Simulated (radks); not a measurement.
Neutral scandium inside a hard spherical wall (all orbitals vanish at R), configuration held at [Ar] 3d1 4s2 and not refilled when levels cross. Calculated with a radial shooting solver on a logarithmic mesh with Libxc functionals: scalar-relativistic Kohn-Sham, LDA (Slater exchange, Perdew-Wang correlation), spin-polarised, spherical densities, point nucleus; open shells are filled with parallel spins first. Eigenvalues in eV for spin up, with the zero of energy where the potential of the charges vanishes at infinity; a dash marks a level that is unbound or too diffuse for the functional's potential to be trusted. A positive occupied level is held by the wall or, in an anion where self-interaction has pushed it up, behind a barrier. The pressure on the wall is -dE/dV.

R (bohr) = free: E (hartree) -762.32573; kinetic (hartree) 767.657; e(3s) -55.010; e(3p) -33.865; e(4s) -4.414; e(3d) -3.693; e(4p, empty) -1.580; e(5s, empty) -0.079; pressure (GPa) 0
R (bohr) = 20: E (hartree) -762.32573; kinetic (hartree) 767.657; e(3s) -55.010; e(3p) -33.865; e(4s) -4.414; e(3d) -3.693; e(4p, empty) -1.580; e(5s, empty) 0.027; pressure (GPa) < 0.0001
R (bohr) = 10: E (hartree) -762.32443; kinetic (hartree) 767.669; e(3s) -54.910; e(3p) -33.765; e(4s) -4.338; e(3d) -3.601; e(4p, empty) -1.394; e(5s, empty) 2.050; pressure (GPa) 0.0318
R (bohr) = 8: E (hartree) -762.31555; kinetic (hartree) 767.728; e(3s) -54.509; e(3p) -33.368; e(4s) -4.007; e(3d) -3.239; e(4p, empty) -0.809; e(5s, empty) 5.031; pressure (GPa) 0.377
R (bohr) = 6: E (hartree) -762.24963; kinetic (hartree) 768.037; e(3s) -52.940; e(3p) -31.826; e(4s) -2.396; e(3d) -1.814; e(4p, empty) 1.607; e(5s, empty) 14.197; pressure (GPa) 4.99
R (bohr) = 4: E (hartree) -761.69757; kinetic (hartree) 769.907; e(3s) -47.473; e(3p) -26.519; e(4s) 7.030; e(3d) 3.669; e(4p, empty) 13.894; e(5s, empty) 51.442; pressure (GPa) 106
R (bohr) = 3.5: E (hartree) -761.18097; kinetic (hartree) 771.538; e(3s) -44.405; e(3p) -23.521; e(4s) 14.671; e(3d) 7.129; e(4p, empty) 23.096; e(5s, empty) 76.289; pressure (GPa) 275
R (bohr) = 3: E (hartree) -760.09253; kinetic (hartree) 774.959; e(3s) -39.410; e(3p) -18.506; e(4s) 29.401; e(3d) 13.124; e(4p, empty) 39.929; e(5s, empty) 118.82; pressure (GPa) 828
R (bohr) = 2: E (hartree) -750.33713; kinetic (hartree) 803.372; e(3s) -9.486; e(3p) 13.493; e(4s) 133.96; e(3d) 49.887; e(4p, empty) 148.45; e(5s, empty) 364.17; pressure (GPa) 14000
R (bohr) = 1.5: E (hartree) -726.36563; kinetic (hartree) 863.192; e(3s) 50.186; e(3p) 76.477; e(4s) 335.33; e(3d) 112.36; e(4p, empty) 343.37; e(5s, empty) 774.79; pressure (GPa) 91100
